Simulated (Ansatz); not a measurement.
CH7NOSSi can be A, `CS[SiH](N)O`, or B, `NCS[SiH2]O`.

Program: Ansatz. Geometries: PBE0-D4/def2-TZVP. ΔE: electronic, gas phase. CBS: MP2 limit from def2 TZ/QZ plus the TZ coupled-cluster correction, frozen cores. Functionals use def2-TZVPP. B3LYP here is the variant with VWN-RPA as its local correlation; programs differ in this. Each species was taken in one conformer, which may not be the lowest.

**Question.** Which is lower in electronic energy at CCSD(T)/CBS, and by how much? (An estimate is asked.)

**Answer.** The calculation gave: A, by 31.7 kcal/mol.

**Question.** Give E(B) − E(A) in kcal/mol with B3LYP, HF/def2-TZVPP, B3LYP-D4, ωB97M-V, PBE-D4, CCSD/def2-TZVPP, B2PLYP. (An estimate is asked.)

**Answer.** The calculation gave: B3LYP 29.8, HF/def2-TZVPP 32.0, B3LYP-D4 30.5, ωB97M-V 31.6, PBE-D4 28.0, CCSD/def2-TZVPP 31.4, B2PLYP 30.9. None reverses the order clearly.

Largest T1 diagnostic: 0.011.

From PBE to PBE0 (25 % exact exchange), in def2-TZVPP and without D4, E(B) − E(A) moves by +1.8 kcal/mol.
